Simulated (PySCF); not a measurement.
GeI$_{3}$ (SMILES [I][Ge]([I])[I]), doublet, at a GFN2-xTB geometry (all electrons, no relativity), with bond 4-2 at 1.6 times its length; PySCF with B3LYP/STO-3G.

The PySCF input:
```python
from pyscf import gto, scf, dft

mol = gto.M(
    atom='''
I     2.252067   -0.944210   -0.111617
Ge   -0.011190    0.009781    0.775072
I    -1.938996   -1.479441   -0.165371
I    -0.483390    3.862525   -0.770611
''',
    basis='sto-3g',
    charge=0,
    spin=1,
    verbose=4,
)

mf = dft.UKS(mol)
mf.xc = 'b3lyp'
mf.kernel()
```

Write the output that PySCF gives for this input, abridged.


```
PySCF version 2.14.0

[INPUT] verbose = 4
[INPUT] num. atoms = 4
[INPUT] num. electrons = 191
[INPUT] charge = 0
[INPUT] spin (= nelec alpha-beta = 2S) = 1
[INPUT] symmetry False subgroup None
[INPUT] Mole.unit = angstrom
[INPUT] Symbol           X                Y                Z      unit          X                Y                Z       unit  Magmom
[INPUT]  1 I      2.252067000000  -0.944210000000  -0.111617000000 AA    4.255789844171  -1.784298304076  -0.210925560846 Bohr   0.0
[INPUT]  2 Ge    -0.011190000000   0.009781000000   0.775072000000 AA   -0.021146035334   0.018483411224   1.464673806819 Bohr   0.0
[INPUT]  3 I     -1.938996000000  -1.479441000000  -0.165371000000 AA   -3.664171396627  -2.795738307453  -0.312505898945 Bohr   0.0
[INPUT]  4 I     -0.483390000000   3.862525000000  -0.770611000000 AA   -0.913474711354   7.299114399286  -1.456243738577 Bohr   0.0

nuclear repulsion = 1787.76147641724
number of shells = 41
number of NR pGTOs = 297
number of NR cGTOs = 99
basis = sto-3g
ecp = {}

******** <class 'pyscf.dft.uks.UKS'> ********
method = UKS
initial guess = minao
damping factor = 0
level_shift factor = 0
DIIS = <class 'pyscf.scf.diis.CDIIS'>
diis_start_cycle = 1
diis_space = 8
diis_damp = 0
SCF conv_tol = 1e-09
SCF conv_tol_grad = None
SCF max_cycles = 50
direct_scf = True
direct_scf_tol = 1e-13
number electrons alpha = 96  beta = 95
XC library pyscf.dft.libxc version 7.1.2
    S. Lehtola, C. Steigemann, M. J. T. Oliveira, and M. A. L. Marques,  SoftwareX 7, 1–5 (2018)
XC functionals = b3lyp
    P. J. Stephens, F. J. Devlin, C. F. Chabalowski, and M. J. Frisch,  J. Phys. Chem. 98, 11623 (1994)
radial grids:
    Treutler-Ahlrichs [JCP 102, 346 (1995); DOI:10.1063/1.469408] (M4) radial grids

becke partition: Becke, JCP 88, 2547 (1988); DOI:10.1063/1.454033
pruning grids: <function nwchem_prune>
grids dens level: 3
symmetrized grids: False
atomic radii adjust function: <function treutler_atomic_radii_adjust>
small_rho_cutoff = 0
Set gradient conv threshold to 3.16228e-05
tot grids = 86520
init E= -22543.8637601578

cycle= 1 E= -22611.5205356879  delta_E= -67.7  |g|= 0.212  |ddm|= 2.08
cycle= 2 E= -22611.5277386339  delta_E= -0.0072  |g|= 0.145  |ddm|= 0.912
cycle= 3 E= -22610.9161403619  delta_E= 0.612  |g|= 0.588  |ddm|= 1.68
cycle= 4 E= -22611.5525737386  delta_E= -0.636  |g|= 0.0447  |ddm|= 1.62
cycle= 5 E= -22611.5543262138  delta_E= -0.00175  |g|= 0.0266  |ddm|= 0.112
cycle= 6 E= -22611.5552077335  delta_E= -0.000882  |g|= 0.00922  |ddm|= 0.0832
cycle= 7 E= -22611.5554771556  delta_E= -0.000269  |g|= 0.00156  |ddm|= 0.0997
cycle= 8 E= -22611.5555483487  delta_E= -7.12e-05  |g|= 0.00146  |ddm|= 0.0649
cycle= 9 E= -22611.5555851714  delta_E= -3.68e-05  |g|= 0.00113  |ddm|= 0.0293
cycle= 10 E= -22611.5556512657  delta_E= -6.61e-05  |g|= 0.00107  |ddm|= 0.0559
cycle= 11 E= -22611.5558964724  delta_E= -0.000245  |g|= 0.000872  |ddm|= 0.239
cycle= 12 E= -22611.5560820124  delta_E= -0.000186  |g|= 0.00236  |ddm|= 0.365
cycle= 13 E= -22611.5560823057  delta_E= -2.93e-07  |g|= 0.00233  |ddm|= 0.00149
cycle= 14 E= -22611.5560799216  delta_E= 2.38e-06  |g|= 0.00248  |ddm|= 0.0048
cycle= 15 E= -22611.556091474  delta_E= -1.16e-05  |g|= 0.00277  |ddm|= 0.0768
cycle= 16 E= -22611.5561178717  delta_E= -2.64e-05  |g|= 0.00173  |ddm|= 0.0368
cycle= 17 E= -22611.5561343817  delta_E= -1.65e-05  |g|= 0.00103  |ddm|= 0.0417
cycle= 18 E= -22611.5561477141  delta_E= -1.33e-05  |g|= 0.000627  |ddm|= 0.0944
cycle= 19 E= -22611.5561507964  delta_E= -3.08e-06  |g|= 0.000174  |ddm|= 0.0214
cycle= 20 E= -22611.5561511518  delta_E= -3.55e-07  |g|= 2.71e-05  |ddm|= 0.0118
cycle= 21 E= -22611.5561511729  delta_E= -2.12e-08  |g|= 1.37e-05  |ddm|= 0.00814
cycle= 22 E= -22611.5561511793  delta_E= -6.38e-09  |g|= 1.07e-05  |ddm|= 0.00145
cycle= 23 E= -22611.5561511826  delta_E= -3.31e-09  |g|= 3.29e-06  |ddm|= 0.0015
cycle= 24 E= -22611.5561511828  delta_E= -2.04e-10  |g|= 7.9e-07  |ddm|= 0.000214
Extra cycle  E= -22611.5561511827  delta_E= 1.02e-10  |g|= 5.79e-07  |ddm|= 1.37e-05
converged SCF energy = -22611.5561511827  <S^2> = 0.75123547  2S+1 = 2.0012351
```
